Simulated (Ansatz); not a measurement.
Ideal-gas functions of `N=C(S)I` at 298.15 K and 1 bar, from an Ansatz frequency run at PBE0-D4/def2-TZVP.

Molar mass 187.01 g/mol, point group Cs (symmetry number 1), electronic degeneracy 1, moments of inertia 72.915, 325.998, 398.913 u Å². Harmonic wavenumbers (cm⁻¹, unscaled): 181, 212, 327, 452, 489, 765, 811, 939, 1157, 1705, 2728, 3480.

Use S(trans) = R[1.5 ln M + 2.5 ln T − 1.1517]; rotational temperatures θ = 24.2544 K / I; S(rot) = R[ln(√π/σ · √(T³/θAθBθC)) + 1.5]; for each mode x = 1.438777 ν̃/T, S = R[x/(eˣ − 1) − ln(1 − e⁻ˣ)] and H = RT x/(eˣ − 1); 1 cm⁻¹ = 0.0119627 kJ/mol; R = 8.31446 J/(mol·K).

Question: By hand: the entropy, in J/(mol·K).

Answer: Translation 174.1. Rotation: θ = 0.3326, 0.0744, 0.0608 K, giving 115.3. Vibration, mode by mode: 9.70, 8.48, 5.33, 3.30, 2.87, 0.99, 0.83, 0.50, 0.21, 0.02, 0.00, 0.00, in all 32.2. Electronic 0.0. Sum 321.6 J/(mol·K).

Question: By hand: H − E and G − E in kJ/mol, counted from the electronic energy.

Answer: Zero-point energy ½ × 13246 × 0.0119627 = 79.2; thermal vibration 5.9; translation, rotation and pV give 4 RT = 9.9. H − E = 95.0 kJ/mol, and G − E = 95.0 − 298.15 × 321.6/1000 = -0.9 kJ/mol.

Vibration gives 10 % of the entropy. The sum counts one conformer and one mirror image; others add a mixing term.
